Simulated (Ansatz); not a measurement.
`N=C([SiH3])S` → `CS[Si]N`  (isomerisation)

Gas-phase electronic energies from Ansatz, PBE0-D4/def2-TZVP geometries. CCSD(T)/CBS is the MP2 limit (def2-TZVPP, def2-QZVPP) plus CCSD(T) − MP2 in def2-TZVPP, frozen cores. DFT in def2-TZVPP. One conformer a species, not always the lowest.

CCSD(T)/CBS gives -174.8 kJ/mol.

Q: Another level gave -171.9 kJ/mol. Which?
A. CAM-B3LYP/def2-TZVPP
B. PBE0/def2-TZVPP
C. CCSD(T)/def2-TZVPP
D. ωB97M-V/def2-TZVPP

A: A. CAM-B3LYP -171.9, PBE0 -178.9, CCSD(T)/def2-TZVPP -167.4, ωB97M-V -183.5 kJ/mol.

Largest T1 diagnostic among the species: 0.014.

From r2SCAN to r2SCAN0 (25 % exact exchange), in def2-TZVPP and without D4, ΔE moves by −10.5 kJ/mol. At CCSD(T), def2-SVP lies +28.6 kJ/mol from the extrapolated value and def2-TZVPP +7.4 kJ/mol. Leaving LDA and LC-ωPBE aside and taking each functional with its dispersion term where it has one, the values, not all of them listed here, spread over 22.6 kJ/mol, from ωB97M-V to BLYP-D4. LDA lies −11.0 kJ/mol from PBE without D4.
